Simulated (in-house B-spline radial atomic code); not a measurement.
Ionising K with different functionals

Computed with a radial B-spline atomic code at the basis-set limit: four-component Dirac-Coulomb Hamiltonian, Fermi nucleus of rms radius 3.4349 fm, spin-restricted, spherical fractional occupations for the functionals, and exact exchange of hybrids averaged over the configuration. The ionisation energy is the difference of two self-consistent energies, [Ar] 4s1 → [Ne] 3s2 3p6, without Breit or QED terms; ε is the level of the shell that loses the electron (mean over j).

```tsv
method	rung	ΔSCF (eV)	-ε(4s) (eV)
BHandHLYP	global hybrid	4.41	3.38
HSE06	range-separated hybrid	4.30	2.53
LC-wPBE	range-separated hybrid	?	?
CAM-B3LYP	range-separated hybrid	?	?
```

**Question.** What does LC-wPBE give?

**Answer.** ΔSCF 4.28 eV, and -ε(4s) = 4.36 eV.

**Question.** What does CAM-B3LYP give?

**Answer.** ΔSCF 4.51 eV, and -ε(4s) = 3.73 eV.

**Question.** Among the functionals, which spreads more, the ΔSCF values or the orbital energies?

**Answer.** The orbital energies: ΔSCF values span about 0.23 eV and the orbital energies 1.83 eV; here energy differences depend much less on the functional than eigenvalues do.

**Question.** How do they compare with the NIST value?

**Answer.** NIST lists 4.341 eV (measured, ground level to ground level). Errors run from -0.06 to +0.17 eV; HSE06 is closest (-0.04 eV), but part of that can be cancellation, since the calculations leave out Breit-QED terms, spin polarisation.
